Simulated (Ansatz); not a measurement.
C2H5CuN2 (`CC#[N+][Cu-][NH2]`). The species carries charge 0 and has multiplicity 1. Geometry: relaxed with PBE0-D4/def2-TZVP. It is one conformer, not always the lowest.

```xyz
10

C    -1.719    1.846    0.945
C    -0.825    0.837    0.429
N    -0.113    0.036    0.019
Cu    1.038   -1.229   -0.628
N     2.085   -2.555   -1.303
H    -1.370    2.189    1.920
H    -1.752    2.696    0.261
H    -2.725    1.435    1.050
H     2.683   -2.265   -2.069
H     2.698   -2.989   -0.623
```

Task: What is the dipole moment at r2SCAN/def2-TZVPP? (Best estimate.)

Result: Ansatz gave: 7.84 D, with components (-4.16, 5.93, 3.01) D in this frame, pointing from negative to positive charge.

Task: And with PBE, B3LYP, ωB97M-V? (An estimate is asked.)

Result: The calculation gave: PBE 7.45 D, B3LYP 8.42 D, ωB97M-V 9.06 D.

Task: Give the Mulliken charges with r2SCAN, PBE, ωB97M-V in def2-TZVPP. (Estimate.)

Result: Ansatz gave: 
```tsv
atom	r2SCAN	PBE	ωB97M-V
C1	-0.01	-0.10	-0.18
C2	0.02	-0.09	0.07
N3	0.05	0.21	0.01
Cu4	-0.12	-0.26	-0.07
N5	-0.49	-0.41	-0.45
H6	0.10	0.13	0.14
H7	0.10	0.13	0.14
H8	0.10	0.13	0.15
H9	0.13	0.13	0.09
H10	0.13	0.13	0.09
```

B3LYP here is the variant with VWN-RPA as its local correlation; programs differ in this.
